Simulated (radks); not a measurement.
Values are calculated unless marked as measured or tabulated.
Species: Co I. Configuration: [Ar] 3d7 4s2 (the NIST ground configuration). Level of theory: scalar-relativistic Kohn-Sham, BLYP, spin-polarised, spherical densities, point nucleus; open shells are filled with parallel spins first (a radial shooting solver on a logarithmic mesh with Libxc functionals).

Radial electron density D(r) = 4 pi r^2 rho(r):

r (bohr),D(r) (e/bohr),spin D(r)
0.00728,6.476,0.0000231
0.00834,7.985,0.0000275
0.009555,9.763,0.0000320
0.01095,11.83,0.0000360
0.01254,14.17,0.0000387
0.01437,16.77,0.0000386
0.01646,19.57,0.0000334
0.01886,22.48,0.0000200
0.02161,25.35,-0.00000614
0.02476,28.01,-0.0000505
0.02836,30.25,-0.000119
0.03249,31.85,-0.000215
0.03723,32.64,-0.000337
0.04265,32.51,-0.000463
0.04926,31.42,-0.000534
0.05643,29.72,-0.000394
0.06466,27.81,0.000250
0.07408,26.24,0.00197
0.08487,25.59,0.00581
0.09723,26.27,0.0136
0.1114,28.33,0.0282
0.1276,31.35,0.0543
0.1462,34.44,0.0988
0.1675,36.45,0.171
0.1919,36.36,0.282
0.2199,33.72,0.446
0.2519,28.92,0.674
0.2886,23.18,0.972
0.3307,18.11,1.34
0.3788,15.07,1.76
0.4375,14.56,2.21
0.5012,15.95,2.59
0.5743,17.73,2.85
0.6579,18.51,2.93
0.7538,17.58,2.83
0.8636,15.08,2.56
0.9894,11.76,2.18
1.134,8.467,1.75
1.299,5.774,1.33
1.488,3.878,0.959
1.705,2.682,0.654
1.953,1.963,0.418
2.237,1.507,0.244
2.563,1.167,0.126
2.937,0.8773,0.0510
3.365,0.6197,0.0100
3.886,0.3912,-0.00830
4.452,0.2281,-0.0118
5.1,0.1179,-0.00940
5.843,0.05312,-0.00566
6.695,0.02045,-0.00274
7.67,0.006623,-0.00108
8.787,0.001769,-0.000343
10.07,0.0003803,-0.0000871

D(r) has 3 maxima, at r = 0.0391, 0.179, 0.658 bohr, and minima at 0.0849, 0.417 bohr, inside which lie 2.10, 10.71 electrons.
